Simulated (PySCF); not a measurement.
C₅H₉F₂O₂ (doublet state).
Numbering: `[CH3:1][C@@H:2]([CH:3][CH2:4][OH:5])[O:6][CH:7]([F:8])[F:9]` (hydrogens: H10, H11, H12 on C1; H13 on C2; H14 on C3; H15, H16 on C4; H17 on O5; H18 on C7)

Structure used (GFN2-xTB), in Å, numbered top down from 1:
```xyz
18
C5H9F2O2 angstrom
C      0.1309    1.8070   -1.0926
C      0.3387    0.8996    0.1204
C     -0.8978    0.2025    0.5421
C     -1.5987   -0.7430   -0.3552
O     -2.1576   -1.8396    0.3275
O      1.3676   -0.0534   -0.2911
C      1.8416   -0.8353    0.6819
F      1.0117   -1.8944    0.9509
F      2.9958   -1.3838    0.2793
H      1.0747    2.2669   -1.3693
H     -0.5919    2.5792   -0.8481
H     -0.2342    1.2226   -1.9305
H      0.7478    1.4834    0.9580
H     -1.2232    0.2579    1.5667
H     -0.9171   -1.0804   -1.1520
H     -2.4564   -0.2555   -0.8452
H     -1.4501   -2.3024    0.7931
H      2.0095   -0.3249    1.6525
```

The hyperfine couplings belong to this conformer and change with its torsions.

The calculation used UKS B3LYP, pcH-1 on C F H O, non-relativistic, mean-field spin-orbit, GIAO in PySCF. Isolated species at its GFN2-xTB geometry (one conformer only). The geometry wasn't refined by DFT: couplings that depend on bond lengths, twists or pyramidal angles can differ widely from those at the functional's own minimum. Stability of the SCF solution: not tested.

Question: The isotropic 13C couplings are +90.5, +40.5, -31.5, -17.7, -1.7 MHz. Assign them to C1; C2; C3; C4; C7.

Answer: 
```json
{"site": "C1", "a_iso (MHz)": "+40.5", "ρ(0) (bohr⁻³)": "+0.0360", "position": "2 bonds from C3", "distance from C3 (Å)": "2.51", "spin population": "+0.02", "largest |T| (MHz)": "7.0"}
{"site": "C2", "a_iso (MHz)": "-17.7", "ρ(0) (bohr⁻³)": "-0.0157", "position": "1 bond from C3", "distance from C3 (Å)": "1.48", "spin population": "-0.05", "largest |T| (MHz)": "2.4"}
{"site": "C3", "a_iso (MHz)": "+90.5", "ρ(0) (bohr⁻³)": "+0.0805", "position": "largest spin population", "distance from C3 (Å)": "0.00", "spin population": "+1.01", "largest |T| (MHz)": "158.9"}
{"site": "C4", "a_iso (MHz)": "-31.5", "ρ(0) (bohr⁻³)": "-0.0281", "position": "1 bond from C3", "distance from C3 (Å)": "1.48", "spin population": "-0.08", "largest |T| (MHz)": "2.0"}
{"site": "C7", "a_iso (MHz)": "-1.7", "ρ(0) (bohr⁻³)": "-0.0015", "position": "3 bonds from C3", "distance from C3 (Å)": "2.93", "spin population": "-0.01", "largest |T| (MHz)": "1.2"}
```

Question: The isotropic 17O couplings are -23.2, -14.0 MHz. Assign them to O5; O6.

Answer: 
```csv
site,a_iso (MHz),ρ(0) (bohr⁻³),position,distance from C3 (Å),spin population,largest |T| (MHz)
O5,-14.0,+0.0230,2 bonds from C3,2.41,+0.02,8.9
O6,-23.2,+0.0383,2 bonds from C3,2.43,+0.04,18.0
```

Question: Match the computed a_iso(19F) values +36.6, +15.4 MHz with the sites F8; F9.

Answer: 
| site | a_iso (MHz) | ρ(0) (bohr⁻³) | position | distance from C3 (Å) | bound to | spin population there | largest \|T\| (MHz) |
| --- | --- | --- | --- | --- | --- | --- | --- |
| F8 | +36.6 | +0.0087 | 4 bonds from C3 | 2.87 | C7 | -0.01 | 31.5 |
| F9 | +15.4 | +0.0037 | 4 bonds from C3 | 4.21 | C7 | -0.01 | 11.2 |

ρ(0) is the spin density at the nucleus and T the dipolar tensor; entries for several nuclei are means. The Mulliken spin populations are largest on C3 (+1.01) and C4 (-0.08). C3 is the only atom above +0.15. The angles at C3 add up to 359.3°, so it is planar; its axial dipolar tensor and the negative coupling of its proton fit spin in a p orbital normal to that plane.

Examples of negative spin density at the nucleus (bohr⁻³): C4 (-0.0281), C2 (-0.0157) and H14 (-0.0140).

Nuclei that the bonding pattern makes equivalent are averaged, as if the motion that swaps them (rotation, inversion, ring flip) were fast. The three 1H nuclei of mean +5.8 MHz run from -2.5 to 17.0 MHz in the frozen geometry.

The run took 1.7 min wall (with the writing of density and orbital grids) on an Arm Neoverse V1 with one thread, no GPU, shared host, and the process peaked at 0.98 GiB of memory.
